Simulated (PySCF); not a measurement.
SiHFClBr, SMILES Br[SiH](Cl)F. Coordinates come from a B3LYP-D3(BJ)/def2-SVP optimisation.

All values below come from B3LYP-D3(BJ)/def2-SVP in PySCF 2.14.0.

Harmonic wavenumbers (cm⁻¹): 149, 214, 277, 439, 579, 801, 823, 925, 2318. Rotational constants (GHz): 4.313, 1.473, 1.162; symmetry number 1.

Q: Work out the zero-point energy and the ideal-gas rigid-rotor harmonic-oscillator thermochemistry at 298.15 K and 1 atm.

A: ZPE = ½ Σ hcν = ½ × 6526 cm⁻¹ = 9.33 kcal/mol. H − E(el) = 13.13 kcal/mol. Entropy in cal/(mol K): translation 41.18, rotation 28.17, vibration 8.09, total 77.44. G − E(el) = -9.96 kcal/mol. Cp = 17.58 cal/(mol K). Modes under 150 cm⁻¹ make the vibrational entropy uncertain.
